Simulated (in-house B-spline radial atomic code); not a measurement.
A fraction x of an electron is removed from 4d in Tb3+, starting from [Xe] 4f8 and keeping the highest spin. Level of theory: scalar-relativistic (X2C) RPBE, spin-polarised, spherical fractional occupations, Fermi nucleus of rms radius 5.06 fm; calculated with a radial B-spline atomic code at the basis-set limit.

```json
{"x": "0", "E(x) - E(0) (eV)": "0.0000", "4d down level (eV)": "-175.498"}
{"x": "0.01", "E(x) - E(0) (eV)": "1.7560", "4d down level (eV)": "-175.706"}
{"x": "0.2", "E(x) - E(0) (eV)": "?", "4d down level (eV)": "?"}
{"x": "0.34", "E(x) - E(0) (eV)": "60.8894", "4d down level (eV)": "-182.723"}
{"x": "0.43", "E(x) - E(0) (eV)": "77.4225", "4d down level (eV)": "-184.683"}
{"x": "0.5", "E(x) - E(0) (eV)": "90.4041", "4d down level (eV)": "-186.220"}
{"x": "0.53", "E(x) - E(0) (eV)": "96.0006", "4d down level (eV)": "-186.882"}
{"x": "0.73", "E(x) - E(0) (eV)": "133.8220", "4d down level (eV)": "-191.346"}
{"x": "0.82", "E(x) - E(0) (eV)": "?", "4d down level (eV)": "?"}
{"x": "0.98", "E(x) - E(0) (eV)": "182.3677", "4d down level (eV)": "-197.041"}
```

(1) What belongs in the row x = 0.2?

(2) What belongs in the row x = 0.82?

(3) Check Janak's theorem between x = 0.34 and 0.43.

## Answers

(1) An energy change of 35.5194 eV; 4d down at -179.713 eV.

(2) An energy change of 151.1346 eV; 4d down at -193.382 eV.

(3) The slope of the energy is 183.70 eV; the orbital levels give 183.70 eV (-ε of the emptying orbital, averaged over the two points).
